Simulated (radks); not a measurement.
The numbers below are computed, except where a source is named.
Task: The mean radii <r> (bohr) of the occupied orbitals of an atom or ion are listed with their occupations. Level of theory: scalar-relativistic Kohn-Sham, SCAN, spin-unpolarised, spherical densities, finite nucleus; meta-GGA in the generalised Kohn-Sham scheme; Fermi nuclear charge, rms radius of each element as measured or else 0.836 A^(1/3) + 0.57 fm (a radial shooting solver on a logarithmic mesh with Libxc functionals).

| orbital | occ. | <r> |
|---|---|---|
| 1s | 2 | 0.02318 |
| 2s | 2 | 0.09890 |
| 2p | 6 | 0.08710 |
| 3s | 2 | 0.2600 |
| 3p | 6 | 0.2585 |
| 3d | 10 | 0.2363 |
| 4s | 2 | 0.5928 |
| 4p | 6 | 0.6276 |
| 4d | 10 | 0.6886 |
| 5s | 2 | 1.444 |
| 5p | 6 | 1.699 |
| 6s | 1 | 4.596 |
| 5d | 1 | 3.700 |
| 4f | 5 | 1.092 |

Name the element and its charge.

Result: Z = 61, promethium, charge 0: Pm in [Xe] 4f5 6s1 5d1. The 1s radius gives Z: for a bare nucleus <r> = (2 gamma + 1)/(2Z) with gamma = sqrt(1 - (Z/c)^2), 0.02288 bohr for Z = 61, and screening makes it slightly larger (0.02318 here). The occupations add up to 61, and the charge is Z minus that.
